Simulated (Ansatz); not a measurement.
Species: C2H5NS, SMILES `CC(=N)S` (N–C–S–H torsion 180°) (charge 0, multiplicity 1).

Give a relaxed geometry from Ansatz (a quantum-chemistry and plane-wave program) with r2SCAN-D4/def2-TZVP.

One answer among several that fit: the end point of this relaxation, one of several conformers (outside a Z-matrix the atoms follow the SMILES, hydrogens last).
Z-matrix (Å, degrees):
```
C
N 1 1.2665
H 2 1.0209 1 112.72
C 1 1.4973 2 121.15 3 180.00
H 4 1.0890 1 108.91 2 0.00
H 4 1.0930 5 109.57 1 121.05
H 4 1.0930 5 109.57 6 117.91
S 1 1.7910 2 122.41 3 0.00
H 8 1.3433 1 97.85 2 -180.00
```
